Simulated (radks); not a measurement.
Kr25+, 11 electrons, occupied as [Ne] 3s1.

All-electron calculation, scalar-relativistic Kohn-Sham, PBEsol, spin-polarised, spherical densities, finite nucleus; open shells are filled with parallel spins first; Fermi nuclear charge, rms radius 4.1884 fm. Program: a radial shooting solver on a logarithmic mesh with Libxc functionals.

Energy parts (eV):
| part | energy |
|---|---|
| total | -64467.318 |
| kinetic | 66174.614 |
| electron-nucleus | -139252.097 |
| Hartree | 10210.778 |
| exchange-correlation | -1600.613 |

Orbitals (lengths in bohr, moments of r in powers of bohr; r(max) is where P^2 peaks):
[
 {"orbital": "1s up", "occ.": "1", "eigenvalue (eV)": "-15358.62", "r(max)": "0.02709"},
 {"orbital": "1s down", "occ.": "1", "eigenvalue (eV)": "-15357.05", "r(max)": "0.02709"},
 {"orbital": "2s up", "occ.": "1", "eigenvalue (eV)": "-3008.721", "r(max)": "0.1530"},
 {"orbital": "2s down", "occ.": "1", "eigenvalue (eV)": "-3006.763", "r(max)": "0.1530"},
 {"orbital": "2p up", "occ.": "3", "eigenvalue (eV)": "-2805.893", "r(max)": "0.1221"},
 {"orbital": "2p down", "occ.": "3", "eigenvalue (eV)": "-2804.151", "r(max)": "0.1221"},
 {"orbital": "3s up", "occ.": "1", "eigenvalue (eV)": "-1185.694", "r(max)": "0.4184"},
 {"orbital": "3s down", "occ.": "0", "eigenvalue (eV)": "-1173.882", "r(max)": "0.4174"}
]

The highest occupied level is 3s up at -1185.7 eV. Summed over all electrons, <r^2> = 0.4822 bohr^2, which gives a Langevin (diamagnetic) susceptibility term of -0.382 x 10^-6 cm^3/mol. Spin moment in Bohr magnetons: 1. The density falls to 0.001 e/bohr^3 at r = 1.03 bohr. For comparison, the ionisation energy in NIST's Atomic Spectra Database is 1205.2 eV (semi-empirical). In exact Kohn-Sham theory the highest level is minus the ionisation energy, but local and semilocal functionals leave it too shallow, through self-interaction and a potential that decays too fast; potentials with the right tail come closer. The spin density at the nucleus is 585.2 e/bohr^3 (1s 3.1, 2s -1.3, 3s 583.4). The electron density at the nucleus is 5e+04 e/bohr^3 (large components only).
